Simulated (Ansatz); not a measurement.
`[F][Mo]([F])(=[S])=[S]`. Charge 0, multiplicity 1. Mo: def2 effective core potential.

(1) What are the harmonic wavenumbers in cm⁻¹ at PBE0-D4/def2-TZVP (Ansatz, finite differences of forces, unscaled)? (Estimate.)

(2) Is this a minimum?

(3) Give the ideal-gas thermochemistry at 298.15 K and 1 bar (rigid rotor, harmonic oscillator; point group C2v, symmetry number 2).

(4) And at 400, 500, 600, 800 and 1000 K?

(5) Rotational constants (cm⁻¹)?

Answers

(1) Computed: 183, 190, 205, 207, 223, 588, 606, 704, 726.

(2) Yes, all 9 modes are real.

(3) Zero-point energy 21.7 kJ/mol; H(298) − E = 40.4 kJ/mol; entropy 337.7 J/(mol·K), of which translation 174.8, rotation 112.2, vibration 50.6; G(298) − E = -60.3 kJ/mol.

(4) 
```json
{"T (K)": "400", "H − E (kJ/mol)": "49.7", "S (J/mol/K)": "364.4", "G − E (kJ/mol)": "-96.1"}
{"T (K)": "500", "H − E (kJ/mol)": "59.3", "S (J/mol/K)": "385.9", "G − E (kJ/mol)": "-133.6"}
{"T (K)": "600", "H − E (kJ/mol)": "69.3", "S (J/mol/K)": "404.2", "G − E (kJ/mol)": "-173.2"}
{"T (K)": "800", "H − E (kJ/mol)": "89.9", "S (J/mol/K)": "433.7", "G − E (kJ/mol)": "-257.1"}
{"T (K)": "1000", "H − E (kJ/mol)": "110.8", "S (J/mol/K)": "457.1", "G − E (kJ/mol)": "-346.3"}
```

(5) 0.07794, 0.06234, 0.05452.
